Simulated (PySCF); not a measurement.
N+ (nitrogen, charge +1): UHF calculation

Configuration: [He] 2s2 2p1 3d1, one real determinant (an excited configuration). Calculation: PySCF 2.14, in aug-cc-pwCVQZ (9s8p6d4f2g, 109 functions); the non-relativistic Hamiltonian (point nucleus).

```json
{"Total energy": "-53.018504 hartree", "One-electron energy": "-67.1751 hartree", "Hartree (Coulomb) energy": "20.0048 hartree", "Exchange energy": "-5.8482 hartree", "Kinetic energy": "53.20017 hartree", "⟨S²⟩": "2.0038", "⟨L²⟩": "8.011", "Sum of ⟨r⟩": "7.597 bohr", "Sum of ⟨r²⟩": "19.56 bohr²", "Traceless quadrupole moment −½Σ⟨3z² − r²⟩ along its main axis": "3.50 e·bohr²", "Density at the nucleus (Gaussians lack the cusp)": "205 bohr⁻³", "Spin density at the nucleus": "0.00764 bohr⁻³", "Langevin diamagnetic susceptibility": "-15.5 ×10⁻⁶ cm³/mol"}
```

```
shell  electrons  mean orbital energy (hartree)  rms radius, mean of both spins (bohr)
 1s α          1                      -16.84274                                  0.264
 1s β          1                      -16.79886                                  0.264
 2s α          1                       -1.86235                                   1.29
 2s β          1                       -1.68896                                   1.29
 2p α          1                       -1.47019                                   1.25
 3d α          1                       -0.19878                                   3.81
```

⟨L²⟩ = 8.01 against 12 for a pure F term, so this real determinant mixes terms. The outer electron is Rydberg-like, and this basis confines it to a smaller radius and binds it less than a complete one would.

Spin-orbit constants ζ (cm⁻¹) from the X2C one-electron operator on these orbitals (non-relativistic here): bare nucleus, nucleus screened by l(l+1)(2l+1)/3 electrons, and screened by the Breit-Pauli mean field of the electrons.

```json
{"shell": "2p", "bare": "187.8", "screened nucleus": "134.1", "mean field": "114.4"}
{"shell": "3d", "bare": "2.019", "screened nucleus": "0.5769", "mean field": "0.4770"}
```

To first order the Landé constant is A = 19.23 cm⁻¹, so the lowest level has J = 2 and lies 0.00954 eV below the centre of the term. This holds in LS coupling only.
